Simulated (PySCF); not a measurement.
```xyz
3
charge 0 multiplicity 1, angstrom
Te   -0.6671    0.0000   -0.5684
N    -2.1455    0.0000    0.4553
Br    1.4791    0.0000    0.8553
```

Method: PySCF, PBE0, basis Te def2-TZVP with ECP28, N def2-TZVP, Br def2-TZVP (scalar-relativistic core potentials, no spin–orbit coupling, density fitting).

This geometry of BrTeN is a stationary point at this level.

**Question.** What is the point group?

**Answer.** Cs.

**Question.** Is it a minimum?

**Answer.** Yes: all harmonic wavenumbers are real.

**Question.** Which band is strongest in the infrared?

**Answer.** 231 cm⁻¹ (a'), 46 km/mol.

**Question.** What are the dipole moment and the gap between the highest occupied and lowest empty levels?

**Answer.** 3.20 D and 3.69 eV.

**Question.** Give the atomic charges and bond orders.

**Answer.** 
```json
{"atom": "Te1", "Mulliken": "0.70", "Löwdin": "0.63", "polar tensor": "0.86", "Mayer order to Te1": "–"}
{"atom": "N2", "Mulliken": "-0.41", "Löwdin": "-0.47", "polar tensor": "-0.31", "Mayer order to Te1": "2.47"}
{"atom": "Br3", "Mulliken": "-0.29", "Löwdin": "-0.16", "polar tensor": "-0.55", "Mayer order to Te1": "0.90"}
```

This need not be the most stable arrangement of these atoms.
